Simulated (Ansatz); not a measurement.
Ansatz (a quantum-chemistry and plane-wave program) input (B3LYP-D3(BJ)/def2-TZVP):

Ansatz 0.2 input:
```yaml
crystal:
  periodic: [false, false, false]
  atoms:
    - {symbol: O, position_ang: [-1.07522954, 0.78552399, 0.29032687]}
    - {symbol: C, position_ang: [-0.34405421, -0.19857687, -0.05417875]}
    - {symbol: O, position_ang: [1.12739657, 0.09701818, -0.03565405]}
    - {symbol: H, position_ang: [-0.49529279, -0.59270178, -1.12205377]}
    - {symbol: H, position_ang: [-0.40828657, -1.13416313, 0.60940498]}
    - {symbol: H, position_ang: [1.13822542, 1.01624099, 0.25265376]}
basis:
  gaussian:
    orbitals: def2-TZVP
hamiltonian:
  xc: b3lyp
  dispersion: d3bj
total_charge: -1
relax: {f_tol: 0.002, max_steps: 150}
```

End of the output:

```
mean field: 0.28 GiB planned
mean field -5182.06043039 eV, -190.4372082901 hartree, gradient 7.1e-6 eV, S^2 0.000000; 0 other end points of the search recorded, 0 dependent functions left out
the calculation of the forces begins
reference -5182.06062629 eV, -190.4372154895 hartree; 13, 13 occupied and 98, 98 virtual orbitals, 614 factors
relax step   6: F+E_penalty+E_count = -5182.16363803 eV  Δ(F+E_penalty+E_count) = +2.954e-5 eV  max|allowed force component| = 3.166e-2 eV/Å  Δτ_max = 0.0024 Å  (34 SCF iters, rejected (line search))
these checks for a lower state are left out or cut short: starts, cluster_reference, orbital_swaps, neighbouring_geometries, increment
integrals: 0.02 GiB planned
614 factors; their error is unknown
mean field: 0.28 GiB planned
mean field -5182.06047624 eV, -190.4372099752 hartree, gradient 7.0e-6 eV, S^2 0.000000; 0 other end points of the search recorded, 0 dependent functions left out
the calculation of the forces begins
reference -5182.06067216 eV, -190.4372171749 hartree; 13, 13 occupied and 98, 98 virtual orbitals, 614 factors
relax step   7: F+E_penalty+E_count = -5182.16369360 eV  Δ(F+E_penalty+E_count) = -2.603e-5 eV  max|allowed force component| = 2.997e-3 eV/Å  Δτ_max = 0.0012 Å  (34 SCF iters, accepted)
these checks for a lower state are left out or cut short: starts, cluster_reference, orbital_swaps, neighbouring_geometries, increment
integrals: 0.02 GiB planned
614 factors; their error is unknown
mean field: 0.28 GiB planned
mean field evaluation 64: about -5182.0605 eV, gradient 5.0e-3 eV
mean field -5182.06048083 eV, -190.4372101436 hartree, gradient 7.1e-6 eV, S^2 0.000000; 0 other end points of the search recorded, 0 dependent functions left out
the calculation of the forces begins
reference -5182.06067674 eV, -190.4372173431 hartree; 13, 13 occupied and 98, 98 virtual orbitals, 614 factors
relax step   8: F+E_penalty+E_count = -5182.16369436 eV  Δ(F+E_penalty+E_count) = -7.546e-7 eV  max|allowed force component| = 2.419e-3 eV/Å  Δτ_max = 0.0006 Å  (33 SCF iters, accepted)
these checks for a lower state are left out or cut short: starts, cluster_reference, orbital_swaps, neighbouring_geometries, increment
integrals: 0.02 GiB planned
614 factors; their error is unknown
mean field: 0.28 GiB planned
mean field -5182.06047986 eV, -190.4372101081 hartree, gradient 7.1e-6 eV, S^2 0.000000; 0 other end points of the search recorded, 0 dependent functions left out
the calculation of the forces begins
reference -5182.06067577 eV, -190.4372173078 hartree; 13, 13 occupied and 98, 98 virtual orbitals, 614 factors
relax step   9: F+E_penalty+E_count = -5182.16369461 eV  Δ(F+E_penalty+E_count) = -2.551e-7 eV  max|allowed force component| = 1.838e-4 eV/Å  Δτ_max = 0.0002 Å  (34 SCF iters, accepted)
integrals: 0.02 GiB planned
614 factors; their error is unknown
mean field: 0.28 GiB planned
mean field evaluation 96: about -5182.0605 eV, gradient 6.1e-5 eV
mean field -5182.06047986 eV, -190.4372101081 hartree, gradient 7.1e-6 eV, S^2 0.000000; 1 other end points of the search recorded, 0 dependent functions left out
the calculation of the forces begins
reference -5182.06067577 eV, -190.4372173078 hartree; 13, 13 occupied and 98, 98 virtual orbitals, 614 factors
Total energy: -5182.16389053 eV, -190.4410103800 hartree
Atom 0 at    -1.059241     0.806381     0.296295 Å, force     0.000037     0.000003    -0.000006 eV/Å
Atom 1 at    -0.345093    -0.215087    -0.059025 Å, force     0.000055    -0.000125    -0.000015 eV/Å
Atom 2 at     1.157098     0.089272    -0.039056 Å, force     0.000184    -0.000013     0.000006 eV/Å
Atom 3 at    -0.492221    -0.588499    -1.115562 Å, force    -0.000091     0.000045    -0.000024 eV/Å
Atom 4 at    -0.406009    -1.127007     0.605841 Å, force    -0.000087     0.000008     0.000032 eV/Å
Atom 5 at     1.088225     1.008281     0.252006 Å, force    -0.000097     0.000081     0.000007 eV/Å
Dipole moment:     0.266610    -0.088228    -0.040924 e Å
```

It need not be the lowest isomer of its formula. Whether it binds its extra electron was not tested at this geometry.
